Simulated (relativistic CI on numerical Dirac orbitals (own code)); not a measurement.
Computed by Dirac equation for one electron, model QED (radiative potential, 1s self-energy scaled to tabulated hydrogen-like ionisation energies) (own radial code, finite nucleus).

Configuration list: 1s, 2s, 2p, 3s, 3p, 3d, 4s, 4p, 4d, 4f, 5s, 5p, 5d, 5f, 5g, 6s, 6p, 6d. Levels of other configurations are missing.

Outline of the computed level scheme of Cr XXIV. Lowest level of each configuration: 1s ²S1/2 at 0.00 eV; 2p ²P°1/2 at 5916.52 eV; 2s ²S1/2 at 5916.95 eV; 3p ²P°1/2 at 7017.27 eV; 3s ²S1/2 at 7017.40 eV; 3d ²D3/2 at 7021.82 eV; 4p ²P°1/2 at 7401.91 eV; 4s ²S1/2 at 7401.97 eV; 4d ²D3/2 at 7403.83 eV.

Some strong electric-dipole decays among the lowest 14 levels: 2p ²P°1/2 → 1s ²S1/2 (2.1e+14 s⁻¹); 2p ²P°3/2 → 1s ²S1/2 (2.1e+14 s⁻¹); 3p ²P°3/2 → 1s ²S1/2 (5.5e+13 s⁻¹); 3p ²P°1/2 → 1s ²S1/2 (5.5e+13 s⁻¹); 4p ²P°3/2 → 1s ²S1/2 (2.3e+13 s⁻¹); 4p ²P°1/2 → 1s ²S1/2 (2.2e+13 s⁻¹); 3d ²D5/2 → 2p ²P°3/2 (2.1e+13 s⁻¹); 3d ²D3/2 → 2p ²P°1/2 (1.8e+13 s⁻¹).
